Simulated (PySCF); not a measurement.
Cost of one run: shielding job, `C=C(C)/C([SiH3])=C\[SiH3]`.

Method: GIAO PBE0/pcSseg-1 NMR shielding, non-relativistic, gas phase (PySCF 2.14.0, density-fitted response routines). Geometry: GFN2-xTB, NEB image 8 of 0 to 8. Work: shieldings, density fitting. A driver script takes a list of jobs; this job's settings line and coordinates (Å) are shown.

Command:
```bash
OMP_NUM_THREADS=1 python probes_run.py task.json out
```

Input:
```
{"job": {"kind": "nmr", "xc": "PBE0", "basis": "pcSseg-1", "pop": false}, "charge": 0, "multiplicity": 1}
C     -0.716000     1.907700     0.357100
C     -0.667900     0.668100    -0.107300
C     -1.889900    -0.130200    -0.446400
C      0.613500    -0.012400    -0.382500
Si     1.411000     0.453000    -2.033300
C      1.143000    -0.895500     0.466600
Si     0.437900    -1.426800     2.127500
H      0.181100     2.458500     0.584200
H     -1.649100     2.412900     0.543100
H     -1.886200    -0.380400    -1.507800
H     -2.796900     0.423500    -0.215800
H     -1.889000    -1.065000     0.113800
H      0.430800     0.258800    -3.106300
H      2.572400    -0.407600    -2.263600
H      1.813100     1.860600    -1.995800
H      2.081400    -1.361400     0.182300
H     -0.209300    -2.736300     1.965700
H      1.546100    -1.558100     3.078100
H     -0.535900    -0.460100     2.632900
```

Hardware: one thread, Arm Neoverse V2, no GPU, shared host.

The basis has 193 functions.

Question: Which is nearest to the wall time?
A. 31 s
B. 3.9 s
C. 0.52 s

Answer: A. The run took 31 s. The SCF took 13 cycles.

Q: At this speed, how long would 100 such jobs take on 64 cores, one job a core?

A: 100/64 gives 2 rounds of 31 s, about 62 s of wall time and 0.86 core-hours, if the jobs don't slow each other.

The SCF part of the output:
```
coarse grid: 16120 points
cycle   1  E = -776.0571702012  dE =  4.740e-01  |g| = 3.951e-01  |ddm| = 3.905e+00
cycle   2  E = -776.0534665891  dE =  3.704e-03  |g| = 4.109e-01  |ddm| = 8.114e-01
cycle   3  E = -776.0996666365  dE = -4.620e-02  |g| = 3.172e-02  |ddm| = 4.656e-01
cycle   4  E = -776.0998767574  dE = -2.101e-04  |g| = 1.867e-02  |ddm| = 6.215e-02
cycle   5  E = -776.0999660171  dE = -8.926e-05  |g| = 4.783e-03  |ddm| = 2.430e-02
cycle   6  E = -776.0999712659  dE = -5.249e-06  |g| = 1.709e-03  |ddm| = 6.131e-03
final grid: 144360 points
cycle   7  E = -776.1409994997  dE = -2.773e-05  |g| = 6.896e-03  |ddm| = 2.889e-02
cycle   8  E = -776.1409932406  dE =  6.259e-06  |g| = 8.318e-03  |ddm| = 1.612e-02
cycle   9  E = -776.1410121216  dE = -1.888e-05  |g| = 1.467e-03  |ddm| = 9.533e-03
cycle  10  E = -776.1410126479  dE = -5.263e-07  |g| = 2.698e-04  |ddm| = 1.407e-03
cycle  11  E = -776.1410126641  dE = -1.625e-08  |g| = 9.137e-05  |ddm| = 2.926e-04
cycle  12  E = -776.1410126660  dE = -1.862e-09  |g| = 3.051e-05  |ddm| = 1.062e-04
cycle  13  E = -776.1410126662  dE = -2.160e-10  |g| = 8.694e-06  |ddm| = 3.600e-05
converged SCF energy = -776.1410126662
```

On the final grid dE counts from the start density on that grid.

The host was shared with other jobs, so the times are rough.
